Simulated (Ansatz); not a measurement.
The cluster Zn3Se3⁺, relaxed as a doublet with UKS PBE-D4/def2-SVP in Ansatz, starting from the GFN1-xTB geometry. Force threshold 0.02 eV/Å.

The relaxation made no stability test and no search for a lower SCF solution. Another isomer (doublet) lies 0.09 eV lower at PBE0-D4/def2-SVP; other spin states weren't run for this one.

Start:

| atom | x (Å) | y (Å) | z (Å) |
| --- | --- | --- | --- |
| Zn1 | -0.104 | 1.323 | -0.623 |
| Zn2 | -0.370 | -2.179 | -2.898 |
| Zn3 | 0.627 | 0.689 | 1.879 |
| Se4 | -0.755 | -1.090 | -0.708 |
| Se5 | -0.194 | -1.497 | 1.492 |
| Se6 | 0.795 | 2.753 | 0.858 |

```json
{"step": "1", "energy (eV)": "-341209.1679", "largest force component (eV/Å)": "1.238", "SCF passes": "25"}
{"step": "2", "energy (eV)": "-341209.4064", "largest force component (eV/Å)": "0.317", "SCF passes": "29"}
{"step": "3", "energy (eV)": "-341209.4621", "largest force component (eV/Å)": "0.234", "SCF passes": "28"}
{"step": "4", "energy (eV)": "-341209.4977", "largest force component (eV/Å)": "0.180", "SCF passes": "22"}
{"step": "5", "energy (eV)": "-341209.5172", "largest force component (eV/Å)": "0.088", "SCF passes": "22"}
{"step": "6 (rejected)", "energy (eV)": "-341209.5143", "largest force component (eV/Å)": "0.292", "SCF passes": "22"}
{"step": "7", "energy (eV)": "-341209.5190", "largest force component (eV/Å)": "0.019", "SCF passes": "23"}
{"step": "8", "energy (eV)": "-341209.5209", "largest force component (eV/Å)": "0.036", "SCF passes": "21"}
{"step": "9", "energy (eV)": "-341209.5212", "largest force component (eV/Å)": "0.022", "SCF passes": "22"}
{"step": "10", "energy (eV)": "-341209.5213", "largest force component (eV/Å)": "0.006", "SCF passes": "22"}
```

Force components are those of the run's own axes.

End:

Cartesian coordinates in Å:
```
Zn -0.461 1.297 -0.574
Zn 0.213 -1.877 -2.502
Zn 0.825 0.524 1.638
Se -1.355 -0.953 -0.603
Se -0.202 -1.600 1.406
Se 0.980 2.609 0.635
```

By distances, no bond broke or formed. The bond that changes most is Zn2–Se4, from 2.48 to 2.63 Å (atoms count from 1).

The force fell under the threshold at step 7, but the optimiser went on and released 0.002 eV more. No frequencies were taken in this run, so the end may be a saddle point.

It took 74 s on 4 threads of Arm Neoverse N1 on a shared host.
